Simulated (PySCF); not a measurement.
# A small calculation by hand: oscillator strength and radiative lifetime

BBrClHO, SMILES ClB(Br)O.

Coordinates come from a B3LYP-D3(BJ)/def2-SVP optimisation. The values are those of a single conformer.

TDA-B3LYP/def2-SVPD (PySCF) puts the first singlet state with f over 0.02 at 6.85 eV (vertical), with the transition dipole (-0.257, 0.283, 0.000) in atomic units.

Problem. Find the oscillator strength, the wavelength and the radiative lifetime that this transition would have in vacuum if emission retraced absorption.

Solution. 
|μ|² = 0.1461 au, so |μ| = 0.97 D. ΔE = 6.85/27.211 = 0.2517 hartree. f = (2/3) ΔE |μ|² = 0.025 (the program prints 0.025).
λ = 1239.84/6.85 = 181 nm; ν = 55249 cm⁻¹.
Einstein's coefficient A = 0.6670 ν² f s⁻¹ (ν in cm⁻¹) = 5.0e7 s⁻¹, so τ = 1/A = 20 ns. This state is S2; the lower singlet has f = 0.000. The figure is the radiative limit of this one transition; relaxation, internal conversion, crossing to triplets and a medium change what is measured.
